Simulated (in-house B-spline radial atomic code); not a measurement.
The numbers below are computed, except where a source is named.
C6 from the polarisability at imaginary frequency: Sb IV (Sb3+)

CAM-B3LYP linear response of the closed shell [Kr] 4d10 5s2, from a B-spline radial code for spherical atoms; scalar-relativistic (spin-free one-electron X2C), finite nucleus, no spin-orbit coupling; shells from n = 3 respond.

The dispersion coefficient of two like species is C6 = (3/π) ∫ α(iu)² du from 0 to ∞.

```json
{"u (hartree)": "0", "α(iu) (bohr³)": "10.52"}
{"u (hartree)": "0.24", "α(iu) (bohr³)": "8.542"}
{"u (hartree)": "0.56", "α(iu) (bohr³)": "5.152"}
{"u (hartree)": "0.96", "α(iu) (bohr³)": "3.195"}
{"u (hartree)": "1.6", "α(iu) (bohr³)": "1.966"}
{"u (hartree)": "2.4", "α(iu) (bohr³)": "1.286"}
{"u (hartree)": "3.6", "α(iu) (bohr³)": "0.7847"}
{"u (hartree)": "5.6", "α(iu) (bohr³)": "0.4199"}
{"u (hartree)": "8", "α(iu) (bohr³)": "0.2416"}
{"u (hartree)": "12", "α(iu) (bohr³)": "0.1262"}
{"u (hartree)": "20", "α(iu) (bohr³)": "0.05566"}
{"u (hartree)": "40", "α(iu) (bohr³)": "0.01809"}
```

Question: Fit one oscillator, α(iu) = α(0)/(1 + u²/ω²), through u = 0.96 and estimate C6.

Answer: From α(0)/α(iu) − 1 = 10.52/3.195 − 1 = 2.2926, ω = u/√2.2926 = 0.6340 hartree (17.3 eV). London's formula gives C6 = (3/4) α(0)² ω = 0.75 × 10.52² × 0.6340 = 52.63 hartree·bohr⁶, and the oscillator holds f = α(0) ω² = 4.23 electrons, of a sum of oscillator strengths of 41.4.

Question: How does that compare with the full integral?

Answer: The program's quadrature over all excitations gives C6 = 50.43, so the single oscillator is off by +4.4 %. At the last point the fit gives α = 0.00264 against 0.0181: higher excitations, and deeper shells where there are any, keep the true curve higher at large u.
